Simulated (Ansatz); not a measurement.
`COC(=O)C1CCC1` at its PBE0-D4/def2-TZVP geometry, where that method's forces vanish. The species carries charge 0 and has multiplicity 1.

```
atom   x (Å)   y (Å)   z (Å)
  C1   1.780  -2.691   0.275
  O2   1.566  -1.301   0.053
  C3   0.292  -0.898   0.145
  O4  -0.618  -1.644   0.398
  C5   0.142   0.569  -0.105
  C6  -0.686   1.372   0.923
  C7  -1.323   2.143  -0.246
  C8  -0.897   0.990  -1.170
  H9   1.228  -3.286  -0.454
 H10   2.851  -2.850   0.165
 H11   1.453  -2.975   1.276
 H12   1.115   1.025  -0.287
 H13  -1.409   0.715   1.409
 H14  -0.135   1.931   1.680
 H15  -2.386   2.378  -0.182
 H16  -0.775   3.061  -0.468
 H17  -1.677   0.232  -1.247
 H18  -0.521   1.230  -2.166
```

(1) For each bond, give half the difference of the two atoms' forces along it (eV/Å; positive pushes the atoms apart) under PBE-D4, r2SCAN-D4, B3LYP-D4, ωB97M-V in def2-TZVPP. (Estimate.)

Results:

(1) Computed: 
```csv
bond,length (Å),PBE-D4,r2SCAN-D4,B3LYP-D4,ωB97M-V
C1–O2,1.424,0.25,0.28,0.26,0.21
C1–H10,1.088,0.06,-0.08,-0.13,-0.09
C1–H11,1.091,0.08,-0.07,-0.08,-0.10
O2–C3,1.340,0.35,0.23,0.15,0.08
C3–C5,1.496,-0.39,-0.20,-0.15,0.02
C5–C6,1.545,0.12,0.18,0.21,0.10
C5–C8,1.546,0.12,0.18,0.21,0.10
C5–H12,1.090,0.07,-0.09,-0.15,-0.13
C6–H13,1.091,0.10,-0.07,-0.13,-0.11
C6–H14,1.090,0.05,-0.07,-0.14,-0.13
C7–C8,1.538,0.09,0.16,0.25,0.21
C7–H15,1.090,0.05,-0.07,-0.14,-0.13
C7–H16,1.092,0.08,-0.07,-0.12,-0.11
C8–H18,1.090,0.05,-0.07,-0.15,-0.13
```

B3LYP here is the variant with VWN-RPA as its local correlation; programs differ in this.
